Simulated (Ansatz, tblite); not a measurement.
Isomers of Au4⁻ (doublet), found by a short tight-binding search and relaxed with PBE0-D4/def2-SVPD in Ansatz.

In the def2 sets Au takes a core potential; there is no spin–orbit coupling. The xTB rows come from tblite. Correlated methods freeze no core orbitals; core or outer-core shells of Au are correlated, in sets that lack core-valence functions.

Run but left out: MP2/def2-TZVPD (A: ⟨S²⟩ 1.00, where a pure state has 0.75).

A: At MP2/def2-TZVPD the charge -1 doublet is spin-contaminated (final ⟨S²⟩ up to 1.00, 0.75 for a pure state). B: At MP2/def2-TZVPD the charge -1 doublet is spin-contaminated (final ⟨S²⟩ up to 1.00, 0.75 for a pure state).

Other spin states were run for one of them alone.

A:

```xyz
4

Au    0.8293    0.0709   -1.0332
Au   -2.3118    0.5691    3.0884
Au    2.3053   -0.5942   -3.0851
Au   -0.8228   -0.0458    1.0299
```

B:

| atom | x (Å) | y (Å) | z (Å) |
| --- | --- | --- | --- |
| Au1 | 0.931 | -0.201 | -2.125 |
| Au2 | -0.930 | 0.201 | 2.125 |
| Au3 | -0.604 | 1.212 | -0.379 |
| Au4 | 0.604 | -1.212 | 0.379 |

Problem. Estimate which lies lowest at each level, and how far above it the others are (kJ/mol).

Solution. 
```
               level     A     B
            GFN1-xTB  20.3   0.0
            GFN2-xTB   0.0  86.0
       HF/def2-TZVPD   0.0  54.8
   PBE-D4/def2-TZVPD   0.0   4.4
r2SCAN-D4/def2-TZVPD   0.0   2.4
  PBE0-D4/def2-TZVPD   0.0   4.6
  ωB97X-V/def2-TZVPD   0.0   9.7
   B2PLYP/def2-TZVPD   0.0   5.7
```
Point groups (tolerance 0.1 Å): A not assigned, B D2h. Lower isomers may exist.
